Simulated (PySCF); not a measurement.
**Molecular orbitals of InSn**

PBE0 at R = 2.855 Å; basis In def2-SVP with ECP28, Sn def2-SVP with ECP28; scalar-relativistic core potentials; PySCF 2.14. State: ⁴Σ⁻ (quartet), unpaired electrons σ ↑, π ↑↑. Only the outer orbitals are listed, counted within each symmetry, core potentials removing the inner ones.

```
spin  orbital  occ.  ε (eV)  on In (%)           main shells (%)
   α       7σ     1  -12.83         22          77 Sn s, 18 In s
   α       8σ     1   -9.44         72  71 In s, 19 Sn s, 9 Sn p
   α       9σ     1   -5.29         47          51 Sn p, 40 In p
   α       5π     1   -5.08         23          76 Sn p, 22 In p
   α       5π     1   -5.08         23          76 Sn p, 22 In p
   α       6π     0   -1.78         77          77 In p, 22 Sn p
   α       6π     0   -1.78         77          77 In p, 22 Sn p
   α      10σ     0    0.25         73          71 In p, 34 Sn p
   β       7σ     1  -11.06         33          66 Sn s, 29 In s
   β       8σ     1   -8.28         67          65 In s, 28 Sn s
   β       9σ     0   -2.58         50          48 Sn p, 45 In p
   β       5π     0   -2.41         53          52 In p, 47 Sn p
   β       5π     0   -2.41         53          52 In p, 47 Sn p
```

Problem. Which are the highest filled and the lowest empty level, where do they sit, and how wide is the gap?

Solution. Highest filled α 5π at -5.08 eV (in %: 76 Sn p, 22 In p); lowest empty β 9σ at -2.58 eV (in %: 48 Sn p, 45 In p); the gap at PBE0 is 2.50 eV.

```json
{"bond order (Mayer)": "1.37", "⟨S²⟩": "3.754", "charge on In (Mulliken, basis-dependent)": "0.15", "charge on In (Löwdin, basis-dependent)": "0.08", "dipole moment (positive dipole means In(−)Sn(+))": "-1.69 D", "polarisability along the bond": "179.8 bohr³", "polarisability across the bond": "58.0 bohr³"}
```

Spin–orbit coupling is left out. The state is the lowest determinant that a PBE0 search found; another state may lie lower at other levels.
